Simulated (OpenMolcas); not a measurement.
## Zn+: CASPT2 settings compared

- Program: OpenMolcas 26.06
- Basis: ANO-RCC-VDZP [5s4p2d1f]
- Scalar Hamiltonian: DKH2, point nucleus
- Active space: 1 electron in 4 orbitals (4s 4p)
- State averaging: 2S+1 = 2 even, 1 root; 2S+1 = 2 odd, 3 roots
- Spin-orbit coupling: state interaction with AMFI integrals over the reference wave functions, term energies averaged over their components

Methods on the same reference wave functions:
A. CASSCF
B. SS-CASPT2, IPEA 0.1 Eh, no level shift (closed shells correlated: 3s 3p 3d)
C. SS-CASPT2, IPEA 0.5 Eh, sigma2 regulariser 0.1 Eh (closed shells correlated: 3d)

Energies in cm⁻¹ above 4s ²S_1/2, the measured ground level; measured values from NIST Handbook of Basic Atomic Spectroscopic Data.

| Level | A | B | C | Measured |
| --- | --- | --- | --- | --- |
| 4s ²S_1/2 | 0.0 | 0.0 | 0.0 | 0.0 |
| 4p ²P°_1/2 | 45663 | 48696 | 48261 | 48481 |
| 4p ²P°_3/2 | 46364 | 49397 | 48962 | 49355 |

Deviations, from unrounded energies. A percentage is the sum of absolute deviations over the sum of measured energies, with the sign that they share, or ± where signs differ.

```json
{"Against measurement": "mean absolute deviation (cm-1)", "Levels": "2", "A": "2900", "B": "130", "C": "310"}
{"Against measurement": "other configurations (%)", "Levels": "2", "A": "-5.9", "B": "+0.3", "C": "-0.6"}
```

B lies closest to measurement on these levels and A furthest from it. The largest miss of B in the table is 4p ²P°_1/2, by +210 cm-1. The ranking rests on the paired levels alone, and a cruder setting can come out closer through cancelling errors.

Between B and C the level of the table that moves most is 4p ²P°_1/2, by 440 cm-1 (lowest in C, highest in B).

The lowest spin-free term lies below A's lowest term by 0.526 hartree in B, 0.392 hartree in C.

With one active electron the reference holds no correlation, so core polarisation is missing (holds for A). With one active electron, CASPT2 adds the correlation within the correlated inactive shells and between them and that electron, and leaves the splitting within a term as the reference gives it (holds for B; C). Computed and measured levels are paired by configuration, term and J; levels that our copy of the source lacks, or whose pairing is in doubt (as where it misses far off the trend of its configuration), stay unpaired and out of the deviations. Only configurations of the active space appear.

° marks odd parity.
